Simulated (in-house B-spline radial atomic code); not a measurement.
How G0W0 and RPA depend on the start: Si²⁺

Configuration [Ne] 3s2. Computed with a B-spline radial code for spherical atoms: all electrons, scalar-relativistic (spin-free one-electron X2C), finite nucleus, each spin shell either full or empty, empty states to l = 9 with an (l + 1/2)⁻⁴ tail; G0W0 by contour deformation at full frequency.

```json
{"start": "Hartree-Fock", "mean-field 3s (eV)": "-32.23", "G0W0 (eV)": "-33.59", "QP weight": "0.966", "RPA correlation (Eh)": "-0.63812"}
{"start": "LDA VWN5", "mean-field 3s (eV)": "-28.657", "G0W0 (eV)": "?", "QP weight": "?", "RPA correlation (Eh)": "?"}
{"start": "PBE", "mean-field 3s (eV)": "-28.533", "G0W0 (eV)": "-33.82", "QP weight": "0.929", "RPA correlation (Eh)": "-0.73091"}
{"start": "PBE0", "mean-field 3s (eV)": "-29.690", "G0W0 (eV)": "-33.77", "QP weight": "0.943", "RPA correlation (Eh)": "-0.7027"}
{"start": "r2SCAN", "mean-field 3s (eV)": "-28.715", "G0W0 (eV)": "-33.84", "QP weight": "0.937", "RPA correlation (Eh)": "-0.71576"}
{"start": "HSE06", "mean-field 3s (eV)": "-29.306", "G0W0 (eV)": "-33.78", "QP weight": "0.939", "RPA correlation (Eh)": "-0.7074"}
{"start": "B3LYP (VWN-RPA)", "mean-field 3s (eV)": "-29.560", "G0W0 (eV)": "-33.77", "QP weight": "0.940", "RPA correlation (Eh)": "-0.70887"}
{"start": "SCAN", "mean-field 3s (eV)": "-28.737", "G0W0 (eV)": "?", "QP weight": "?", "RPA correlation (Eh)": "?"}
{"start": "TPSS", "mean-field 3s (eV)": "-28.599", "G0W0 (eV)": "-33.82", "QP weight": "0.931", "RPA correlation (Eh)": "-0.72493"}
{"start": "BHandHLYP", "mean-field 3s (eV)": "-30.77", "G0W0 (eV)": "-33.69", "QP weight": "0.952", "RPA correlation (Eh)": "-0.67924"}
{"start": "CAM-B3LYP", "mean-field 3s (eV)": "-31.19", "G0W0 (eV)": "-33.71", "QP weight": "0.954", "RPA correlation (Eh)": "-0.6919"}
{"start": "LC-wPBE", "mean-field 3s (eV)": "-32.60", "G0W0 (eV)": "-33.68", "QP weight": "0.962", "RPA correlation (Eh)": "-0.68633"}
{"start": "wB97X", "mean-field 3s (eV)": "-32.18", "G0W0 (eV)": "-33.67", "QP weight": "0.961", "RPA correlation (Eh)": "-0.68346"}
{"start": "PBEsol", "mean-field 3s (eV)": "-28.486", "G0W0 (eV)": "-33.84", "QP weight": "0.929", "RPA correlation (Eh)": "-0.73121"}
{"start": "BLYP", "mean-field 3s (eV)": "-28.477", "G0W0 (eV)": "-33.79", "QP weight": "0.928", "RPA correlation (Eh)": "-0.7318"}
{"start": "r2SCAN0", "mean-field 3s (eV)": "-29.796", "G0W0 (eV)": "-33.77", "QP weight": "0.946", "RPA correlation (Eh)": "-0.69326"}
{"start": "LDA exchange-only", "mean-field 3s (eV)": "-27.371", "G0W0 (eV)": "-33.80", "QP weight": "0.927", "RPA correlation (Eh)": "-0.73203"}
```

Question: What G0W0 level, weight and RPA correlation energy follow from the SCAN start?

Answer: G0W0 level -33.83 eV, weight 0.937, RPA correlation -0.71554 hartree.

Question: What G0W0 level, weight and RPA correlation energy follow from the LDA VWN5 start?

Answer: G0W0 level -33.85 eV, weight 0.929, RPA correlation -0.73273 hartree.

Question: How much of the dependence on the start does G0W0 remove?

Answer: The mean-field levels span 5.23 eV and the G0W0 levels 0.263 eV. Against 33.493 eV (NIST, measured) the G0W0 removal energies are off by +0.09 to +0.36 eV, with spin-orbit coupling, Breit and QED terms left out.
